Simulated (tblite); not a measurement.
Start geometry of `C[SiH2]n1c[c]cc1` [radical] from a force field or distance geometry (Å):
```
atom  x, y, z in Å
C1    -2.1951    0.7606   -0.0066
Si2   -1.2015   -0.7876   -0.0156
N3     0.5217   -0.2699    0.0565
C4     0.9603    0.7389    0.8435
C5     2.3320    0.8356    0.6187
C6     2.6867   -0.1105   -0.3426
C7     1.5324   -0.7791   -0.6712
H8    -2.4288    1.0497    1.0602
H9    -3.1683    0.6774   -0.5105
H10   -1.5692    1.5779   -0.3951
H11   -1.5645   -1.5043    1.2256
H12   -1.4498   -1.6258   -1.2112
H13    0.3654    1.3032    1.5271
H14    3.7087   -0.2800   -0.7459
H15    1.4655   -1.5780   -1.3830
```

Question: What comes out of this run: tblite, GFN2-xTB geometry optimisation, gas phase?

Answer: 
```
atom  x, y, z in Å
C1    -2.2688    0.7935    0.0551
Si2   -1.1677   -0.7419   -0.0742
N3     0.5029   -0.2230    0.0265
C4     1.0126    0.7732    0.8378
C5     2.3494    0.7937    0.6632
C6     2.7324   -0.1904   -0.2620
C7     1.5650   -0.7977   -0.6264
H8    -2.1844    1.2671    1.0292
H9    -3.3119    0.5293   -0.0884
H10   -2.0094    1.5364   -0.6950
H11   -1.4283   -1.6788    1.0256
H12   -1.2908   -1.3994   -1.3764
H13    0.3729    1.3653    1.4576
H14    3.7206   -0.4158   -0.6078
H15    1.4009   -1.6036   -1.3150
```

The energy falls by 7.5 kcal/mol over 93 L-BFGS steps, the largest force on an atom goes from 2.71 to 0.009 eV/Å, and the atoms move by 0.246 Å rms after alignment. The bond that changes most is C1–Si2 (ends: carbon bonded to Si and 3 H; silicon bonded to C, N and 2 H), which lengthens by 0.054 Å. Bonds longer at the end by more than 0.005 Å: 4 of 15; shorter: 9. Among the angles that change most is N3–C7–H15, from 126.5° to 120.1°. Among the dihedrals that turn most is H10–C1–Si2–H12, from -97° to -60°. Rotational constants go from 5711, 1495, 1271 to 5790, 1478, 1245 MHz. The orientation of the end geometry is arbitrary; only internal coordinates are fixed.

Its lowest GFN2-xTB frequency is 13i cm⁻¹, too small to tell a flat minimum from a shallow saddle.

One conformer stands for the species.

All values are computed, not measured.
